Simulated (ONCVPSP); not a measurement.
# PBE ONCV dataset for Zn, scalar-relativistic all-electron reference.

| Item | Value |
| --- | --- |
| Element | Zn (Z = 30) |
| Generator | ONCVPSP 4.0.1 |
| Type | optimised norm-conserving Vanderbilt (ONCV) |
| Functional | PBE |
| Relativity | scalar-relativistic |
| Frozen core | [Ar] |
| Valence charge | 12 |
| Reference configuration | 3d10 4s1.5 4p0.5 |
| Partial waves | 4s: rc 2.10 bohr, ncon 4, nbas 8, qcut 3.2 1/bohr, 2 projectors, debl 2.9 Ha; 4p: rc 3.05 bohr, ncon 3, nbas 6, qcut 2.3 1/bohr, 2 projectors, debl 1.4 Ha; 3d: rc 1.50 bohr, ncon 4, nbas 8, qcut 8.4 1/bohr, 2 projectors, debl 3 Ha |
| Local potential | polynomial inside 1.25 bohr (lpopt 5, dvloc0 6 Ha) |
| Core correction | none |

All-electron outer shells of the reference configuration (PBE, scalar-relativistic, ld1.x):

| shell | level (eV) | outermost node (bohr) | outermost maximum (bohr) |
| --- | --- | --- | --- |
| 3s | -130.43 | 0.28 | 0.59 |
| 3p | -84.60 | 0.25 | 0.59 |
| 3d | -11.31 | – | 0.57 |
| 4s | -6.75 | 0.85 | 2.06 |
| 4p | -1.66 | 0.92 | 2.96 |

Calculated quality:

```
Cutoffs needed      : 47 Ha and 105 Ha (the cutoffs (Ha) at which the residual kinetic energy of the hardest occupied pseudo-wave falls to 1 and 0.1 mHa per electron)
Ghost test          : no bound ghost flagged; GHOST(+) flagged for s at 129.8 eV
Configuration tests : 2 of 4 tests not solved or not reliable
```

Generation and tests took about 4.1 s on one core of a shared server CPU.
